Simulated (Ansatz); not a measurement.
Gas-phase reaction R1 → 2 P1, each structure at its B3LYP-D3(BJ)/def2-TZVP stationary point, reached from a drawn start (curvature not checked).
R1: Cl2 (SMILES ClCl), charge 0, multiplicity 1.
P1: Cl atom, charge 0, multiplicity 2.

P less R. No zero-point or thermal terms; singlets are restricted closed shells; open shells are unrestricted; no spin–orbit coupling.

Correlated levels freeze the cores. CBS: X⁻³ extrapolation of the correlation energy, Hartree–Fock from the larger set.

Codes used: Ansatz (an electronic-structure program) with Gaussian orbitals. Each number belongs to the level named beside it.

Q: Estimate the reaction energy that MP2/cc-pV(D+d)Z returns for this input.

A: 1.99 eV

Q: Give the reaction energy at the level HF/cc-pV(T+d)Z.

A: 0.80 eV

Q: What is the computed reaction energy (CCSD(T)/CBS(cc-pV(T+d)Z, cc-pV(Q+d)Z))?

A: 2.56 eV
